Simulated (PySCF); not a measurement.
**Radial density of Pt (platinum, neutral)**

r2SCANh, [Xe] 4f14 5d8 6s2, high-spin 3F determinant (an excited configuration). Computed with PySCF 2.14 in aug-cc-pVDZ-PP with ECP60MDF (5s5p4d2f, 54 functions), with scalar relativity through the core potential. This is the valence pseudo-density: the core potential removes the inner electrons and smooths the orbitals near the nucleus.

```csv
r (bohr),4πr²ρ (e/bohr),4πr²(ρα − ρβ)
0.125,6.324e-05,0.0000
0.210,0.001083,0.0001
0.353,0.08161,0.0047
0.593,4.079,0.1710
0.997,15.29,1.3086
1.68,6.803,1.1753
2.82,1.642,0.1796
4.75,0.1805,-0.0085
7.98,0.001732,-0.0005
13.4,1.238e-05,0.0000
```

Energies and moments cover only the electrons outside the core potential. Spin-orbit coupling, absent here, splits the open shell strongly.

Task: Where is the radial spin density 4πr²(ρα − ρβ) most negative, and why is it negative at all?

Result: Around r = 4.75 bohr, down to -0.0085 e/bohr: exchange with the open shell polarises the paired shells in an unrestricted calculation.
